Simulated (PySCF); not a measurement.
# Radial density of Ag³⁺ (silver, charge +3)

BHandHLYP, [Kr] 4d8, high-spin 3F determinant. Computed with PySCF 2.14 in aug-cc-pwCVQZ-PP with ECP28MDF, with scalar relativity through the core potential. This is the valence pseudo-density: the core potential removes the inner electrons and smooths the orbitals near the nucleus.

| r (bohr) | 4πr²ρ (e/bohr) | 4πr²(ρα − ρβ) |
| --- | --- | --- |
| 0.0142 | 1.648e-05 | 0.0000 |
| 0.0239 | 3.460e-05 | 0.0000 |
| 0.0402 | 6.660e-05 | 0.0000 |
| 0.0677 | 0.0001761 | 0.0000 |
| 0.114 | 0.001180 | 0.0002 |
| 0.191 | 0.01515 | 0.0025 |
| 0.322 | 0.3138 | 0.0419 |
| 0.542 | 6.105 | 0.5418 |
| 0.911 | 18.34 | 1.8887 |
| 1.53 | 6.229 | 1.0421 |
| 2.58 | 0.4326 | 0.0855 |
| 4.34 | 0.003031 | 0.0004 |

Energies and moments cover only the electrons outside the core potential.
